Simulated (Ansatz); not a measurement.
`C[SiH](F)I` → F• + `C[SiH]I`• at 600 K and 1 bar (homolysis of the F–Si bond).

Gas-phase electronic energies from Ansatz, PBE0-D4/def2-TZVP geometries. CCSD(T)/CBS adds triple-zeta CCSD(T) − MP2 to the extrapolated MP2 energy (def2 sets, frozen cores). This one scheme is used for every species, atoms too. Open shells (•) are unrestricted, without spin–orbit coupling. Spin–orbit coupling would lower the free atoms: a little for F. Elements past krypton have def2 core potentials. For I outer-core shells are correlated without core-valence functions, so the limit isn't a true one: a few kJ/mol of doubt a bond, and 10 to 20 or more in all where bonds break to atoms.

```csv
species,CCSD(T)/CBS energy (Eh),H − E (kJ/mol),S (J/(mol·K))
`C[SiH](F)I`,-726.89319,180.6,412.5
F•,-99.66871,12.5,175.0
`C[SiH]I`•,-626.97498,161.8,384.4
```

H − E and S are ideal-gas, rigid-rotor, harmonic terms from PBE0-D4/def2-TZVP, for one conformer and one mirror image of each species, with the whole ground term of open shells counted as degenerate. 1 Eh = 2625.50 kJ/mol, R = 8.31446 J/(mol·K).

Question: By hand: ΔE, ΔH, ΔS and ΔG.

Answer: ΔE = (-99.66871) + (-626.97498) − (-726.89319) = 0.24950 Eh = 655.1 kJ/mol. Δ(H − E) = 12.5 + 161.8 − 180.6 = -6.3, so ΔH = 648.8 kJ/mol. ΔS = 175.0 + 384.4 − 412.5 = 146.9 J/(mol·K). ΔG = 648.8 − 600 × (146.9)/1000 = 560.7 kJ/mol.

Question: By hand: the equilibrium constant, and the temperature at which ΔG would vanish if ΔH and ΔS stayed fixed.

Answer: log₁₀ K = −ΔG/(RT ln 10) = -48.8. ΔG = 0 at ΔH/ΔS = 4417 K, far beyond where these terms or the molecules hold.

The number of gas molecules changes by +1, which sets the sign of ΔS. A doubt of 5 kJ/mol in ΔE shifts log₁₀ K by 0.4 here. Other conformers and mirror images would add mixing entropy, several J/(mol·K) or more a flexible species. These are equilibria of isolated gas molecules and say nothing of rates. Largest T1 diagnostic: 0.011 (customary marks: 0.02 for closed shells, 0.045 for open ones).
